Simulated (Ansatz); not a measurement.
Start from `COCBCl` and change one element to get `COCBF`.

Ansatz, PBE0-D4/def2-TZVP geometries, multiplicity 1. Each molecule was computed in one conformer, which needn't be the lowest.

| property | `COCBCl` |
| --- | --- |
| HOMO–LUMO gap (PBE/def2-TZVPP) / eV | 3.38 |
| HOMO energy (PBE0/def2-TZVPP) / eV | -7.37 |
| HOMO energy (ωB97M-V/def2-TZVPP) / eV | -9.75 |
| HOMO energy (PBE/def2-TZVPP) / eV | -5.81 |
| size of the dipole moment (ωB97M-V/def2-TZVPP) / D | 1.01 |
| LUMO energy (PBE0/def2-TZVPP) / eV | -1.44 |

**Question.** Give the same properties after the change, and the shifts. (An estimate is asked.)

**Answer.** Computed: 
```
                                          property  `COCBF`  shift
               HOMO–LUMO gap (PBE/def2-TZVPP) / eV     3.96   0.58
                HOMO energy (PBE0/def2-TZVPP) / eV    -7.33   0.04
             HOMO energy (ωB97M-V/def2-TZVPP) / eV    -9.72   0.03
                 HOMO energy (PBE/def2-TZVPP) / eV    -5.75   0.06
size of the dipole moment (ωB97M-V/def2-TZVPP) / D     1.02   0.01
                LUMO energy (PBE0/def2-TZVPP) / eV    -0.76   0.68
```

Dipoles are sizes alone; their direction can turn.

Positive LUMOs are unbound, so they and the gaps depend on the basis.
